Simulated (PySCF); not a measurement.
Computed properties of C3H3F3, SMILES C1(F)(F)C[C@@H]1F

C3H3F3, SMILES F[C@H]1CC1(F)F. Geometry optimised at r2SCAN-D4/def2-SVP. The structure was generated by enumeration; whether it is a known compound was not checked. One conformer was computed; it need not be the lowest. All values are computed for the isolated molecule unless a solvent is named; none is compared with measurement here.

**Structure.** All 21 harmonic modes at r2SCAN-D4/def2-SVP (PySCF) are real, so it is a minimum. With heavy atoms numbered as in [F:1][C@H:2]1[CH2:3][C:4]1([F:5])[F:6], the shortest bond between them is C4–F5 at 1.340 Å and the longest C2–C3 at 1.526 Å.

**Vibrations.** The strongest infrared lines (harmonic, unscaled, degenerate partners summed) lie at 1276 cm⁻¹ (186 km/mol, C 60 %, H 27 %, F 13 %), 1524 cm⁻¹ (124 km/mol, C 81 %, H 14 %), 1333 cm⁻¹ (91 km/mol, C 49 %, H 42 %, F 9 %). The softest mode is at 188 cm⁻¹ and the zero-point energy is 36.1 kcal/mol.

**Electronic structure.** M06-2X/def2-TZVP (PySCF) places the frontier levels at -9.95 and 1.73 eV, a gap of 11.68 eV, and gives a dipole moment of 2.33 D and a mean polarisability of 35.0 bohr³. PBE/def2-TZVP (PySCF) at the same geometry gives -6.85 and -0.18 eV, so its gap is 5.01 eV narrower. An orbital gap is neither the optical nor the fundamental gap.

**Excitations.** TDDFT-ωB97X/def2-SVPD (PySCF) has S1 at 8.02 eV (155 nm, f = 0.001, dark); the most intense of the 10 singlets computed lies at 10.44 eV (f = 0.15). T1 (TDA) is at 7.50 eV. TDDFT-PBE/def2-SVPD (PySCF) puts S1 at 6.78 eV. No vertical singlet excitation falls in the visible range (under 3.1 eV).

**NMR.** GIAO shifts at PBE0/pcSseg-1 (PySCF) (non-relativistic, atoms alike by connectivity averaged): ¹³C from 22.2 to 114.3 ppm against TMS; ¹H from 1.8 to 4.8 ppm against TMS; ¹⁹F from -246.4 to -161.0 ppm against CFCl3.
